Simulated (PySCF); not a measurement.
Species: C₇H₁₃NSi.
Cartesian coordinates in Å at the PBE0-D3(BJ)/def2-SVP level; atoms count from 1:
```
atom  x, y, z in Å
C1     3.6327    0.2373   -1.3176
C2     2.3756    0.1250   -0.5946
C3     1.3310    0.0275    0.0139
C4     0.0631   -0.0820    0.7268
C5    -0.6327    1.2847    0.9597
C6    -1.7776    1.2853   -0.0473
N7    -2.1893   -0.1021   -0.0597
Si8   -3.7638   -0.6740   -0.4973
C9    -0.9908   -0.9127   -0.0695
H10    3.5088   -0.0303   -2.3788
H11    4.3983   -0.4304   -0.8926
H12    4.0266    1.2651   -1.2766
H13    0.2556   -0.5645    1.6983
H14    0.0601    2.1282    0.8372
H15   -1.0443    1.3182    1.9789
H16   -2.6097    1.9448    0.2458
H17   -1.4146    1.6280   -1.0394
H18   -4.0213   -0.7968   -1.9734
H19   -3.9384   -2.0334    0.0996
H20   -4.7670    0.2865    0.0548
H21   -0.6021   -1.0906   -1.0914
H22   -1.1754   -1.8974    0.3890
```

All values: PBE0/pcSseg-1 (PySCF, non-relativistic), on one gas-phase PBE0-D3(BJ)/def2-SVP geometry that isn't relaxed in the solvent. The solvent is an IEF-PCM continuum (Bondi radii, 1.10 Å for H, scaled by 1.2). Specific hydrogen bonds and non-electrostatic terms are outside this model.

Gas phase at PBE0/pcSseg-1: HOMO -6.38 eV, LUMO 0.71 eV, dipole 1.19 D.

Question: What does the continuum do to the energy, the frontier levels and the dipole at PBE0/pcSseg-1 in chloroform and methanol?

Answer: 
```json
{"solvent": "chloroform", "ε": "4.711", "E(solvent) − E(gas) (kcal/mol)": "-2.30", "polarisation term (kcal/mol)": "-2.48", "distortion of the solute (kcal/mol)": "0.18", "HOMO (eV)": "-6.35", "LUMO (eV)": "0.77", "dipole (D)": "1.30"}
{"solvent": "methanol", "ε": "32.61", "E(solvent) − E(gas) (kcal/mol)": "-3.18", "polarisation term (kcal/mol)": "-3.53", "distortion of the solute (kcal/mol)": "0.35", "HOMO (eV)": "-6.36", "LUMO (eV)": "0.77", "dipole (D)": "1.33"}
```

Polarisation term: ½ Σ q·V over the induced surface charges. Distortion: the rise of the solute's own energy as its density leaves the gas-phase optimum. From chloroform to methanol the lowering changes by a factor 1.38, Onsager's factor (ε − 1)/(2ε + 1) by 1.34 and ε itself by 6.9.

Question: Which radius a makes the point-dipole formula ΔE = −[(ε − 1)/(2ε + 1)]·μ²/a³ give the value in methanol, with the gas-phase dipole?

Answer: μ = 0.468 au and |ΔE| = 0.00507 Eh give a = 1.45 Å; the farthest nucleus lies 4.90 Å from the centroid of the nuclei, so such a sphere wouldn't even hold the nuclei. The formula assumes a rigid point dipole at the centre of a sphere.

Question: Give the dipole vector in the frame of the coordinates (D, pointing from negative to positive charge), gas and methanol.

Answer: Gas (1.08, 0.49, -0.01), solvent (1.19, 0.59, 0.03). Its length changes by +12 % and its direction by 2°.

Question: Which IAO charges (PBE0/pcSseg-1) respond most in chloroform (means over atoms taken as equivalent)?

Answer: 
| atoms | environment | gas (e) | solvent (e) | change |
| --- | --- | --- | --- | --- |
| C3 | alkyne carbon | -0.081 | -0.091 | -0.010 |
| C2 | alkyne carbon | -0.068 | -0.077 | -0.009 |
| C1 | propargylic carbon | -0.426 | -0.432 | -0.006 |
| H10/H11/H12 | methyl hydrogen | +0.166 | +0.172 | +0.006 |
| H13 | methine hydrogen | +0.158 | +0.165 | +0.007 |
| H22 | methylene hydrogen | +0.138 | +0.143 | +0.005 |
| H16 | methylene hydrogen | +0.139 | +0.143 | +0.004 |
| H15 | methylene hydrogen | +0.138 | +0.142 | +0.004 |
| C4 | propargylic carbon | -0.128 | -0.131 | -0.003 |
| Si8 | SiH3 silicon | +0.717 | +0.720 | +0.003 |
| H18/H19/H20 | Si–H hydrogen | -0.138 | -0.140 | -0.002 |
| C6 | sp3 carbon bound to nitrogen | -0.142 | -0.144 | -0.002 |

On Arm Neoverse N1, one thread, shared host with 64 logical CPUs at a one-minute load of 58, this took 83 s of wall time and 1.3 GiB of memory at its peak. This is the whole shielding run at PBE0/pcSseg-1 in methanol, SCF included.
